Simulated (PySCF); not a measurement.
ClIn, SMILES [Cl][In] (connectivity only; charge and spin as stated), charge +1, multiplicity 2.

Geometry: B3LYP-D3(BJ)/def2-TZVP. The spin state was assumed, not searched. The def2 effective core potentials stand for the cores of In; spin–orbit coupling is left out.

Computed with PBE/def2-TZVPD run with PySCF.

Isolated molecule, no solvent.

**Question.** Estimate the frontier levels, dipole moment and polarisability. (The exact figures need the calculation; the answer reports its results.)

**Answer.** 
```
Property                                                           Result
------------------------------------------------  -----------------------
α spin, highest occupied and lowest empty level       -13.57 and -8.61 eV
β spin, highest occupied and lowest empty level      -13.59 and -12.60 eV
dipole moment about the centre of nuclear charge                   2.85 D
mean static polarisability                           42.7 bohr³ (6.33 Å³)
polarisability, principal values                   33.3, 33.3, 61.5 bohr³
⟨S²⟩                                              0.753 (pure state 0.75)
```
